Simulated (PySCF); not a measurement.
Vertical excitations of a molecule C₂H₉AlN₂ from TDA-PBE0/def2-SVPD (PySCF), as energy in eV (oscillator strength): 5.09 (0.000), 5.54 (0.155), 5.93 (0.000), 6.28 (0.027), 6.35 (0.104), 6.67 (0.002), 6.80 (0.065), 7.02 (0.007), 7.27 (0.002), 7.36 (0.003). Lowest triplet (TDA): 4.62 eV. Geometry optimised at TPSSh-D3(BJ)/def2-SVP. The values are those of a single conformer.

Pick the molecule that these values belong to.
(A) C[CH2][Al]([NH2])[NH2]
(B) C[NH][AlH][NH]C
(C) C[N](C)[AlH][NH2]

C, C[N](C)[AlH][NH2]
